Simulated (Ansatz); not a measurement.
Ansatz results at the PBE0-D4/def2-TZVP geometry: HOMO energy (B3LYP/def2-TZVPP) -8.15 eV; LUMO energy (ωB97M-V/def2-TZVPP) 1.53 eV; HOMO–LUMO gap (ωB97M-V/def2-TZVPP) 12.12 eV.

Each molecule was computed in one conformer, which needn't be the lowest.

Task: Which molecule gave them?
A. `O[SiH](O)C[SiH2]Cl`
B. `F[SiH](F)S[SiH2]Cl`
C. `O[Si@@H](Cl)N[Si@@H](O)Cl`
D. `O[SiH](O)[SiH](Cl)Cl`

Result: B. The others give `O[Si@@H](Cl)N[Si@@H](O)Cl`: -8.14, 1.95, 12.65; `O[SiH](O)[SiH](Cl)Cl`: -7.84, 1.06, 11.13; `O[SiH](O)C[SiH2]Cl`: -8.29, 1.90, 12.60.

B3LYP here is the variant with VWN-RPA as its local correlation; programs differ in this.
